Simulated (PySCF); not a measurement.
W: ionisation energy

W [Xe] 4f14 5d4 6s2 (5D) → W⁺ [Xe] 4f14 5d4 6s1 (6D), as a difference of total energies. Computed with PySCF 2.14 in def2-TZVPPD with the def2 core potential (60 electrons) (6s5p3d2f1g, 59 functions), with a scalar-relativistic core potential. Correlated levels: valence and next inner shell: nothing frozen outside the core potential. The calculations carry no spin-orbit coupling.

Task: Order these methods by the ionisation energy they give, lowest first.
A. SCS-MP2 (valence and next inner shell)
B. MP2 (valence and next inner shell)
C. CCSD (valence and next inner shell)
D. UHF

Result: D (5.871 eV), C (7.369 eV), B (7.395 eV), A (7.520 eV).

Errors of the correlated levels include the incompleteness of this basis.

For comparison: 7.825 eV (measured; NIST levels, between the centres of gravity of the two terms).
